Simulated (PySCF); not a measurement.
CH₆GeOSi, neutral, multiplicity 1. Atoms are numbered in the order given.

```xyz
10

Ge     0.9456     0.1552     0.0000
O     -0.2085     1.5236     0.0000
C     -1.6126     1.5990     0.0000
H     -2.0967     0.6051     0.0000
H     -1.9560     2.1509    -0.8922
H     -1.9560     2.1509     0.8922
Si    -0.6995    -1.7845     0.0000
H     -1.5915    -1.8023     1.2059
H     -1.5915    -1.8023    -1.2059
H      0.0699    -3.0696     0.0000
```

The structure is a stationary point at B3LYP-D3(BJ)/def2-SVP. The structure was generated by enumeration; whether it is a known compound was not checked. The values are those of a single conformer.

All values below come from HF/def2-TZVP in PySCF.

Isolated molecule, no solvent.

**Question.** Estimate the frontier levels, gap, dipole moment and polarisability. (Estimate from the structure and the level; the computed values follow.)

**Answer.** 
```json
{
  "highest_occupied_level": "-8.40 eV",
  "lowest_empty_level": "0.48 eV",
  "orbital_gap": "8.88 eV",
  "dipole_moment": "0.54 D",
  "quadrupole, principal values (traceless, Buckingham form, about the centre of nuclear charge)": "-9.14, 3.68, 5.46 D·Å",
  "mean_static_polarisability": "77.3 bohr³ (11.46 Å³)",
  "polarisability_principal_values": "60.8, 76.7, 94.4 bohr³"
}
```
